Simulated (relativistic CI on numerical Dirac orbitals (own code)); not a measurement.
Method of calculation: Dirac-Coulomb-Breit CI, KLI orbitals optimised for each configuration, model QED (radiative potential, 1s self-energy scaled to tabulated hydrogen-like ionisation energies), unscaled Slater integrals (own radial code, finite nucleus).

The strongest absorption lines from the ground level of an ion, among the configurations computed and to levels below about 5090 eV (vacuum wavelength in nm, gf): 0.24380 (0.051), 0.24423 (0.027), 0.27162 (0.12), 0.27265 (0.065), 0.36056 (0.47), 0.36494 (0.27), 5.4345 (0.11), 13.952 (0.021).

**Question.** Which ion is it?
A. Rb³⁴⁺
B. In⁴⁶⁺
C. Tc³⁸⁺
D. Tc⁴⁰⁺

**Answer.** D. Tc⁴⁰⁺ has 3 electrons and the ground level 2s ²S1/2; the strongest line goes to 3p ²P°3/2. The pattern of lines fixes the number of electrons, and along that sequence the line energies rise steadily with the charge (about as its square where n changes within one kind of shell, about linearly where n is kept but much faster in heavy ions where fine structure, which grows about as Z⁴, sets the gap, and irregularly where shells cross), which fixes Z. Configurations outside the model, such as inner-shell arrays, can give stronger lines. At this charge energies of transitions that change n are usually good to better than 1 %, and those within a shell (Δn = 0) to a few per cent.
